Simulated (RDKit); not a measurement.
RDKit input (UFF):

```python
from rdkit import Chem
from rdkit.Chem import AllChem, rdDetermineBonds

mol = Chem.MolFromXYZFile('mol.xyz')
rdDetermineBonds.DetermineBonds(mol, charge=-1)
print('SMILES', Chem.MolToSmiles(Chem.RemoveHs(mol)))
ff = AllChem.UFFGetMoleculeForceField(mol)
e0 = ff.CalcEnergy()
flag = ff.Minimize(maxIts=5000, forceTol=1e-5)
print(f'energy {e0:.4f} -> {ff.CalcEnergy():.4f} kcal/mol, converged: {flag == 0}')
print(Chem.MolToXYZBlock(mol))
```
mol.xyz:
```
8

I      2.06232700    -0.38419300     0.06906700
C     -0.08611300    -0.14602600    -0.00981600
C     -0.95142100    -1.28535600    -0.09441900
C     -2.31223500    -1.07152400    -0.14169000
Se    -2.49458300     0.85449300    -0.06687300
C     -0.62595400     1.09604700     0.02092800
H     -0.52903300    -2.28590200    -0.11970200
H     -0.10410800     2.03652100     0.08278700
```

Output:

```
[05:18:38] UFFTYPER: Unrecognized atom type: Se2+2 (4)
SMILES Ic1c[c-][se]c1
energy 3.0188 -> -0.1290 kcal/mol, converged: True
8

I      1.989689   -0.389029    0.065848
C     -0.105453   -0.151238   -0.010841
C     -0.927799   -1.257295   -0.092240
C     -2.296127   -1.092312   -0.141911
Se    -2.494583    0.854493   -0.066873
C     -0.663004    1.111527    0.020054
H     -0.506838   -2.253618   -0.117401
H     -0.037004    1.991532    0.083645
```

The dipole moment of an ion depends on the origin.

The geometry given is a B3LYP-D3(BJ)/def2-TZVP minimum.
